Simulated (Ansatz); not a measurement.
Reaction: SiHCl2F (dichloro(fluoro)silane, SMILES F[SiH](Cl)Cl) → SiHCl2 (SMILES [SiH](Cl)Cl, doublet) + F (doublet) (the F-Si bond breaks)
Each species at its own B3LYP-D3(BJ)/def2-TZVP minimum (Ansatz, a first-principles code).

Wanted: bond dissociation energy (electronic), in kJ/mol. UHF or UKS for unpaired electrons; spin-orbit terms are left out. CBS(X,Y): correlation extrapolated as X^-3, Hartree-Fock from the larger set (Q,5: extrapolated as (X+1)exp(-9√X)). A bracket is a step between two methods taken in the basis named. The functionals are non-relativistic, so their misses hold any scalar relativity. Double hybrids freeze cores in their MP2 part. '+ core + X2C': CCSD(T) terms for core correlation (cc-pwCVTZ, 1s frozen past Ne) and scalar relativity (cc-pVTZ-DK).

CCSD(T)/CBS(cc-pV(Q+d)Z,cc-pV(5+d)Z) + [CCSDT(Q) - CCSD(T)]/cc-pV(D+d)Z + core + X2C (Ansatz) gives 666.9 kJ/mol.

Question: What does PBE/def2-TZVPD (Ansatz) give here, and how do the other levels compare?

Answer: PBE gives 639.2 kJ/mol, 27.7 kJ/mol below it. Differences of the others: B3LYP/def2-TZVPD (Ansatz) -36.5; PBE0/def2-TZVPD (Ansatz) -40.1; wB97M-V/def2-TZVPD (Ansatz) -10.3; B2PLYP/def2-TZVPD (Ansatz) -22.2; CCSD(T)/CBS(cc-pV(Q+d)Z,cc-pV(5+d)Z) + core + X2C (Ansatz) -0.2 kJ/mol. Nearer than PBE: wB97M-V/def2-TZVPD, B2PLYP/def2-TZVPD, CCSD(T)/CBS(cc-pV(Q+d)Z,cc-pV(5+d)Z) + core + X2C.
